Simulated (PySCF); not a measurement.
H₅FN₂Si, singlet, geometry from GFN2-xTB, atoms displaced at random by about 0.03 Å a coordinate; R2SCAN/6-31G, gradient by finite differences run with PySCF.

The PySCF input:
```python
from pyscf import gto, scf, dft

mol = gto.Mole()
mol.atom = '''
    Si    0.139638    0.263131   -0.226978
    N     1.254964   -0.894506    0.348613
    N    -1.061488   -0.607451   -1.117483
    F    -0.463623    0.908733    1.115025
    H     0.571981    1.389446   -1.032041
    H     1.846284   -0.600211    1.093339
    H     1.687195   -1.430378   -0.324993
    H    -1.295690   -1.508499   -0.743597
    H    -1.789286   -0.147546   -1.529284
'''
mol.basis = '6-31g'
mol.charge = 0
mol.spin = 0
mol.verbose = 4
mol.build()

mf = dft.RKS(mol)
mf.xc = 'r2scan'
mf.conv_tol = 1e-11
mf.kernel()
scan, done = mf.as_scanner(), []
scan.scf_summary = {}
def energy(d):
    c = mol.atom_coords()
    c[5, 1] += d
    e = scan(mol.set_geom_(c, unit='Bohr', inplace=False))
    done.append(scan.converged)
    return e
h = 1e-4
fd = (energy(h) - energy(-h)) / (2 * h)
print('dE/dx =', fd)
```

What the program printed (banner, timings and long lists left out):

```
PySCF version 2.14.0

[INPUT] verbose = 4
[INPUT] num. atoms = 9
[INPUT] num. electrons = 42
[INPUT] charge = 0
[INPUT] spin (= nelec alpha-beta = 2S) = 0
[INPUT] symmetry False subgroup None
[INPUT] Mole.unit = angstrom
[INPUT] Symbol           X                Y                Z      unit          X                Y                Z       unit  Magmom
[...]
nuclear repulsion = 186.383005953131
number of shells = 32
number of NR pGTOs = 132
number of NR cGTOs = 50
basis = 6-31g
ecp = {}

******** <class 'pyscf.dft.rks.RKS'> ********
method = RKS
initial guess = minao
damping factor = 0
level_shift factor = 0
DIIS = <class 'pyscf.scf.diis.CDIIS'>
diis_start_cycle = 1
diis_space = 8
diis_damp = 0
SCF conv_tol = 1e-11
SCF conv_tol_grad = None
SCF max_cycles = 50
direct_scf = True
direct_scf_tol = 1e-13
XC library pyscf.dft.libxc version 7.1.2
    S. Lehtola, C. Steigemann, M. J. T. Oliveira, and M. A. L. Marques,  SoftwareX 7, 1–5 (2018)
XC functionals = r2scan
    J. W. Furness, A. D. Kaplan, J. Ning, J. P. Perdew, and J. Sun,  J. Phys. Chem. Lett. 11, 8208–8215 (2020)
    J. W. Furness, A. D. Kaplan, J. Ning, J. P. Perdew, and J. Sun,  J. Phys. Chem. Lett. 11, 9248–9248 (2020)
    J. W. Furness, A. D. Kaplan, J. Ning, J. P. Perdew, and J. Sun,  J. Phys. Chem. Lett. 11, 8208–8215 (2020)
    J. W. Furness, A. D. Kaplan, J. Ning, J. P. Perdew, and J. Sun,  J. Phys. Chem. Lett. 11, 9248–9248 (2020)
radial grids:
    Treutler-Ahlrichs [JCP 102, 346 (1995); DOI:10.1063/1.469408] (M4) radial grids

becke partition: Becke, JCP 88, 2547 (1988); DOI:10.1063/1.454033
pruning grids: <function nwchem_prune>
grids dens level: 3
symmetrized grids: False
atomic radii adjust function: <function treutler_atomic_radii_adjust>
small_rho_cutoff = 0
Set gradient conv threshold to 3.16228e-06
Initial guess from minao.
tot grids = 110288
init E= -502.050353594
[...]
cycle= 1 E= -501.552952336123  delta_E= 0.497  |g|= 0.841  |ddm|= 2.69
[...]
cycle= 2 E= -501.339501684077  delta_E= 0.213  |g|= 1.34  |ddm|= 1.92
[...]
cycle= 3 E= -501.691888930668  delta_E= -0.352  |g|= 0.0758  |ddm|= 1.29
[...]
cycle= 4 E= -501.692654083987  delta_E= -0.000765  |g|= 0.0488  |ddm|= 0.11
[...]
cycle= 5 E= -501.693115619037  delta_E= -0.000462  |g|= 0.00543  |ddm|= 0.047
[...]
cycle= 6 E= -501.693126597139  delta_E= -1.1e-05  |g|= 0.00111  |ddm|= 0.01
[...]
cycle= 7 E= -501.693126822394  delta_E= -2.25e-07  |g|= 0.000526  |ddm|= 0.00137
[...]
cycle= 8 E= -501.693126884174  delta_E= -6.18e-08  |g|= 6.72e-05  |ddm|= 0.000529
[...]
cycle= 9 E= -501.693126885548  delta_E= -1.37e-09  |g|= 6.94e-06  |ddm|= 0.000107
[...]
cycle= 10 E= -501.693126885559  delta_E= -1.11e-11  |g|= 8.47e-07  |ddm|= 1.36e-05
[...]
cycle= 11 E= -501.693126885561  delta_E= -1.71e-12  |g|= 1.38e-07  |ddm|= 1.56e-06
[...]
Extra cycle  E= -501.693126885559  delta_E= 2.16e-12  |g|= 1.86e-07  |ddm|= 3.62e-07
converged SCF energy = -501.693126885559
Create scanner for <class 'pyscf.dft.rks.RKS'>

WARN: Mole.unit (angstrom) is changed to Bohr

New geometry
   1 Si     0.139638000000   0.263131000000  -0.226978000000 AA    0.263877576582   0.497245524883  -0.428926256302 Bohr
   2 N      1.254964000000  -0.894506000000   0.348613000000 AA    2.371538256189  -1.690371356780   0.658783093463 Bohr
   3 N     -1.061488000000  -0.607451000000  -1.117483000000 AA   -2.005921604512  -1.147916024093  -2.111736818857 Bohr
   4 F     -0.463623000000   0.908733000000   1.115025000000 AA   -0.876120495049   1.717256490354   2.107091872043 Bohr
   5 H      0.571981000000   1.389446000000  -1.032041000000 AA    1.080887438455   2.625672404872  -1.950274839322 Bohr
   6 H      1.846284000000  -0.600158082279   1.093339000000 AA    3.488971108166  -1.134134406951   2.066111271306 Bohr
   7 H      1.687195000000  -1.430378000000  -0.324993000000 AA    3.188336468736  -2.703022674603  -0.614147762401 Bohr
   8 H     -1.295690000000  -1.508499000000  -0.743597000000 AA   -2.448499242338  -2.850649969180  -1.405194677048 Bohr
[...]
radial grids:
    Treutler-Ahlrichs [JCP 102, 346 (1995); DOI:10.1063/1.469408] (M4) radial grids

becke partition: Becke, JCP 88, 2547 (1988); DOI:10.1063/1.454033
pruning grids: <function nwchem_prune>
grids dens level: 3
symmetrized grids: False
atomic radii adjust function: <function treutler_atomic_radii_adjust>
small_rho_cutoff = 0
Set gradient conv threshold to 3.16228e-06
tot grids = 110288
init E= -501.693119971249
[...]
cycle= 1 E= -501.693126385156  delta_E= -6.41e-06  |g|= 6.51e-06  |ddm|= 5.34e-05
[...]
cycle= 2 E= -501.693126385161  delta_E= -5.46e-12  |g|= 6.85e-06  |ddm|= 2.16e-05
[...]
cycle= 3 E= -501.693126385172  delta_E= -1.09e-11  |g|= 2.23e-06  |ddm|= 8.77e-06
[...]
cycle= 4 E= -501.693126385172  delta_E=    0  |g|= 2.21e-07  |ddm|= 1.99e-06
[...]
Extra cycle  E= -501.693126385172  delta_E= -4.55e-13  |g|= 3.35e-07  |ddm|= 5.17e-07
converged SCF energy = -501.693126385172

WARN: Mole.unit (angstrom) is changed to Bohr

New geometry
   1 Si     0.139638000000   0.263131000000  -0.226978000000 AA    0.263877576582   0.497245524883  -0.428926256302 Bohr
   2 N      1.254964000000  -0.894506000000   0.348613000000 AA    2.371538256189  -1.690371356780   0.658783093463 Bohr
   3 N     -1.061488000000  -0.607451000000  -1.117483000000 AA   -2.005921604512  -1.147916024093  -2.111736818857 Bohr
   4 F     -0.463623000000   0.908733000000   1.115025000000 AA   -0.876120495049   1.717256490354   2.107091872043 Bohr
   5 H      0.571981000000   1.389446000000  -1.032041000000 AA    1.080887438455   2.625672404872  -1.950274839322 Bohr
   6 H      1.846284000000  -0.600263917721   1.093339000000 AA    3.488971108166  -1.134334406951   2.066111271306 Bohr
   7 H      1.687195000000  -1.430378000000  -0.324993000000 AA    3.188336468736  -2.703022674603  -0.614147762401 Bohr
   8 H     -1.295690000000  -1.508499000000  -0.743597000000 AA   -2.448499242338  -2.850649969180  -1.405194677048 Bohr
   9 H     -1.789286000000  -0.147546000000  -1.529284000000 AA   -3.381260498519  -0.278821530775  -2.889927926679 Bohr

******** <class 'pyscf.scf.hf.RKS_Scanner'> ********
method = RKS_Scanner
initial guess = minao
damping factor = 0
level_shift factor = 0
DIIS = <class 'pyscf.scf.diis.CDIIS'>
diis_start_cycle = 1
diis_space = 8
diis_damp = 0
SCF conv_tol = 1e-11
SCF conv_tol_grad = None
SCF max_cycles = 50
direct_scf = True
direct_scf_tol = 1e-13
XC library pyscf.dft.libxc version 7.1.2
    S. Lehtola, C. Steigemann, M. J. T. Oliveira, and M. A. L. Marques,  SoftwareX 7, 1–5 (2018)
XC functionals = r2scan
    J. W. Furness, A. D. Kaplan, J. Ning, J. P. Perdew, and J. Sun,  J. Phys. Chem. Lett. 11, 8208–8215 (2020)
    J. W. Furness, A. D. Kaplan, J. Ning, J. P. Perdew, and J. Sun,  J. Phys. Chem. Lett. 11, 9248–9248 (2020)
    J. W. Furness, A. D. Kaplan, J. Ning, J. P. Perdew, and J. Sun,  J. Phys. Chem. Lett. 11, 8208–8215 (2020)
    J. W. Furness, A. D. Kaplan, J. Ning, J. P. Perdew, and J. Sun,  J. Phys. Chem. Lett. 11, 9248–9248 (2020)
radial grids:
    Treutler-Ahlrichs [JCP 102, 346 (1995); DOI:10.1063/1.469408] (M4) radial grids

becke partition: Becke, JCP 88, 2547 (1988); DOI:10.1063/1.454033
pruning grids: <function nwchem_prune>
grids dens level: 3
symmetrized grids: False
atomic radii adjust function: <function treutler_atomic_radii_adjust>
small_rho_cutoff = 0
Set gradient conv threshold to 3.16228e-06
tot grids = 110288
init E= -501.693140210836
[...]
cycle= 1 E= -501.693127385193  delta_E= 1.28e-05  |g|= 1.32e-05  |ddm|= 0.000107
[...]
cycle= 2 E= -501.693127385211  delta_E= -1.77e-11  |g|= 1.44e-05  |ddm|= 4.36e-05
[...]
cycle= 3 E= -501.693127385259  delta_E= -4.82e-11  |g|= 4.38e-06  |ddm|= 1.78e-05
[...]
cycle= 4 E= -501.693127385263  delta_E= -3.75e-12  |g|= 3.91e-07  |ddm|= 3.95e-06
[...]
Extra cycle  E= -501.693127385262  delta_E= 3.41e-13  |g|= 5.74e-07  |ddm|= 9.38e-07
converged SCF energy = -501.693127385262
dE/dx = 0.005000449903036497
```
